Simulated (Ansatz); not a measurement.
A structure relaxed at PBE0-D4/def2-TZVP, charge 0, multiplicity 1:

```json
{"atom": "C1", "x (Å)": "-1.098", "y (Å)": "-1.655", "z (Å)": "-0.313"}
{"atom": "O2", "x (Å)": "-0.301", "y (Å)": "-1.200", "z (Å)": "0.746"}
{"atom": "C3", "x (Å)": "0.910", "y (Å)": "-0.614", "z (Å)": "0.324"}
{"atom": "N4", "x (Å)": "0.781", "y (Å)": "0.611", "z (Å)": "-0.403"}
{"atom": "Si5", "x (Å)": "0.131", "y (Å)": "2.045", "z (Å)": "0.306"}
{"atom": "H6", "x (Å)": "-1.965", "y (Å)": "-2.152", "z (Å)": "0.121"}
{"atom": "H7", "x (Å)": "-1.449", "y (Å)": "-0.831", "z (Å)": "-0.947"}
{"atom": "H8", "x (Å)": "-0.554", "y (Å)": "-2.375", "z (Å)": "-0.942"}
{"atom": "H9", "x (Å)": "1.474", "y (Å)": "-1.333", "z (Å)": "-0.286"}
{"atom": "H10", "x (Å)": "1.460", "y (Å)": "-0.432", "z (Å)": "1.251"}
{"atom": "H11", "x (Å)": "0.714", "y (Å)": "0.499", "z (Å)": "-1.402"}
{"atom": "H12", "x (Å)": "0.767", "y (Å)": "2.207", "z (Å)": "1.640"}
{"atom": "H13", "x (Å)": "-1.347", "y (Å)": "2.050", "z (Å)": "0.496"}
{"atom": "H14", "x (Å)": "0.476", "y (Å)": "3.179", "z (Å)": "-0.591"}
```

(1) Give its formula and SMILES.

(2) Point group (tolerance 0.08 Å, 0.16 Å for H)?

(3) Summarise the bond lengths by kind.

Results:

(1) C2H9NOSi, `COCN[SiH3]`.

(2) C1.

(3) 2 × C–O 1.401 to 1.410 Å; 5 × C–H 1.090 to 1.100 Å; 1 × C–N 1.430 Å; 1 × N–Si 1.727 Å; 1 × H–N 1.007 Å; 3 × H–Si 1.486 to 1.491 Å.

Program: Ansatz 0.2.0.
